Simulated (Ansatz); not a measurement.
**How methods differ on GeH2O (germanone)**

The species is GeH2O (4 atoms), meant as a singlet with charge 0. SMILES: `[O]=[GeH2]`. Geometry: a GFN2-xTB relaxation, a rough one for these elements and not checked as a minimum.

```xyz
4

O    -0.0573   -0.9394    1.3060
Ge   -0.0012   -0.0206    0.0286
H    -1.1122    0.0703   -1.0116
H     1.1707    0.8897   -0.3230
```

Each level gives the energy change with the Ge2–H3 bond stretched from 1.525 to 3.049 Å (eV). The values are calculated.

| level | kind | program | value (eV) |
| --- | --- | --- | --- |
| BLYP/STO-3G (restricted) | GGA | Ansatz | 4.20 |
| r2SCAN/STO-3G (restricted) | meta-GGA | Ansatz | 4.73 |
| B3LYP/STO-3G (restricted) | global hybrid | Ansatz | 5.00 |
| wB97M-V/STO-3G (restricted) | range-separated hybrid | Ansatz | 5.82 |
| MP2/STO-3G (restricted) | perturbation theory | Ansatz | 4.96 |
| BCCD(T)/STO-3G (restricted) | coupled cluster or CI | Ansatz | ? |
| CCSD/STO-3G (restricted) | coupled cluster or CI | Ansatz | ? |
| CCSDTQ/STO-3G (restricted) | coupled cluster or CI | Ansatz | 3.56 |
| FCI/STO-3G | exact in the basis | Ansatz | 3.56 |

(1) Estimate the missing values from the other rows.

Answers

(1) As computed at these levels: BCCD(T)/STO-3G (restricted): 3.37 eV; CCSD/STO-3G (restricted): 4.23 eV. All-electron rows without a relativistic Hamiltonian named are non-relativistic. The first shape isn't each level's own minimum. The values span 3.37 to 5.82 eV. All rows use very small basis sets, so even the best lies far from the true value. In the correlated wave-function rows the outer d shell of Ge is correlated, in sets not made for it.
